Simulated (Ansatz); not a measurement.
F$_{2}$H$_{5}$NO$_{2}$Si$_{2}$, SMILES `O[Si](O)(F)N[SiH2]F`, relaxed with RKS PBE0-D4/def2-TZVP in Ansatz 0.2.0 from a GFN2-xTB geometry. The force threshold is 0.005 eV/Å; the program also tests the step.

The species carries charge 0 and has multiplicity 1.

Start:

```xyz
12

O    -1.770   -0.645   -0.257
Si   -0.940    0.471    0.550
O    -1.398    1.950    0.113
F    -1.256    0.295    2.124
N     0.767    0.339    0.368
Si    1.653   -0.703   -0.671
F     0.813   -2.081   -0.717
H    -1.448   -1.542   -0.286
H    -2.326    2.161    0.056
H     1.291    1.062    0.828
H     1.691   -0.289   -2.066
H     2.923   -1.018   -0.041
```

Question: How much energy does the relaxation release, and in how many steps? (Estimate.)

Answer: Computed: 0.14 eV, in 33 steps.

Question: Which bonds change most? (An estimate is asked.)

Answer: Computed: Si6–H12 from 1.452 to 1.479 Å; Si2–F4 from 1.615 to 1.593 Å; Si6–H11 from 1.456 to 1.477 Å; O1–Si2 from 1.608 to 1.627 Å.

Question: Give the relaxed structure. (Estimate.)

Answer: Ansatz gave: 
```xyz
12

O    -1.843   -0.551   -0.312
Si   -0.937    0.488    0.551
O    -1.141    1.956   -0.104
F    -1.409    0.500    2.072
N     0.712    0.058    0.576
Si    1.635   -0.639   -0.685
F     1.558   -2.239   -0.648
H    -1.867   -1.469   -0.038
H    -2.025    2.204   -0.380
H     1.183    0.197    1.459
H     1.076   -0.220   -1.986
H     3.059   -0.285   -0.504
```
